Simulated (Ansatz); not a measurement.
CH9NSi2, SMILES `[SiH3]CN[SiH3]`. The species carries charge 0 and has multiplicity 1. The structure was optimised at the PBE0-D4/def2-TZVP level. It is one conformer, not always the lowest.

```xyz
13

Si   -2.161    0.027   -0.234
C    -0.397   -0.638   -0.205
N     0.497    0.291    0.468
Si    2.184    0.351    0.150
H    -2.239    1.257   -1.064
H    -3.103   -0.994   -0.767
H    -2.562    0.369    1.160
H    -0.381   -1.650    0.227
H    -0.073   -0.753   -1.246
H     0.174    0.584    1.376
H     2.746    1.474    0.943
H     2.384    0.579   -1.307
H     2.929   -0.897    0.498
```

Problem. What is the dipole moment at r2SCAN/def2-TZVPP? (Best estimate.)

Solution. The calculation gave: 0.74 D, with components (-0.32, -0.50, 0.45) D in this frame, pointing from negative to positive charge.

Problem. And with PBE, B3LYP, ωB97M-V? (An estimate is asked.)

Solution. The calculation gave: PBE 0.72 D, B3LYP 0.74 D, ωB97M-V 0.76 D.

Problem. Give the Mulliken charges with r2SCAN, ωB97M-V, B3LYP in def2-TZVPP. (Best estimate.)

Solution. The calculation gave: 
```
atom  r2SCAN  ωB97M-V  B3LYP
 Si1    0.29     0.18   0.28
  C2   -0.11    -0.24  -0.17
  N3   -0.35    -0.31  -0.31
 Si4    0.37     0.25   0.34
  H5   -0.07    -0.02  -0.06
  H6   -0.08    -0.03  -0.07
  H7   -0.08    -0.04  -0.08
  H8    0.07     0.13   0.10
  H9    0.07     0.12   0.10
 H10    0.14     0.10   0.12
 H11   -0.08    -0.03  -0.07
 H12   -0.08    -0.04  -0.08
 H13   -0.10    -0.05  -0.09
```

B3LYP here is the variant with VWN-RPA as its local correlation; programs differ in this.

Results of the Gaussian-basis code of Ansatz.
